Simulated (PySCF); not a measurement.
Compound: C9H5F3.
Bonds: C1–C2 (triple), C2–C3, C3–C4 (aromatic), C4–C5 (aromatic), C5–C6 (aromatic), C6–C7, C7–F8, C7–F9, C7–F10, C6–C11 (aromatic), C11–C12 (aromatic), C3–C12 (aromatic). Hydrogens: H13 on C1; H14 on C4; H15 on C5; H16 on C11; H17 on C12.

Computed with PySCF 2.14.0, PBE0-D3(BJ)/def2-SVP geometry optimisation, gas phase.

Question: Give the optimised bond lengths and angles.

Answer: 
```
                bond  length (bohr)     order
               C1≡C2          2.292    triple
               C2–C3          2.699    single
       C3–C4, C3–C12          2.655  aromatic
      C4–C5, C11–C12          2.624  aromatic
       C5–C6, C6–C11          2.637  aromatic
               C6–C7          2.841    single
C7–F8, C7–F9, C7–F10          2.526    single
              C1–H13          2.031    single
     C4–H14, C12–H17          2.062    single
     C5–H15, C11–H16          2.063    single
```

Bonds in one row agree within 0.02 bohr and their mean is given. Orders are formal, as drawn. A selection of angles:
```
    angle  degrees
 C1–C2–C3    179.9
 C2–C3–C4    120.4
C4–C3–C12    119.1
 C3–C4–C5    120.5
 C4–C5–C6    119.9
 C5–C6–C7    120.3
C5–C6–C11    120.2
 C6–C7–F8    111.5
 F8–C7–F9    107.0
```

Dihedral angles: C5–C6–C7–F8 -142° (anticlinal). The mirror-image conformer, all signs reversed, is as good.

Of the pairs four or more bonds apart, F10···H15 is among the closest relative to their van der Waals radii: 2.42 Å, 90 % of the sum of Bondi's values. The C–C distances run from 1.213 Å (C1≡C2, drawn triple) to 1.503 Å (C6–C7, drawn single), a spread of 0.290 Å. The 6-membered ring C3–C4–C5–C6–C11–C12 has internal angles of 119.1° to 120.5° (sum 720°, against 720° for a flat polygon); it is planar, 0.00 Å rms from its mean plane, widest ring torsion 0°. All 3 C–F bonds measure 1.335 to 1.338 Å.

Point group: near Cs, missed by 0.37 Å at most; the miss may be what the optimiser left on a soft mode. No frequency check.

Rough CPU time on one thread of a shared machine: about 2.4 min. These figures are those of the optimisation.
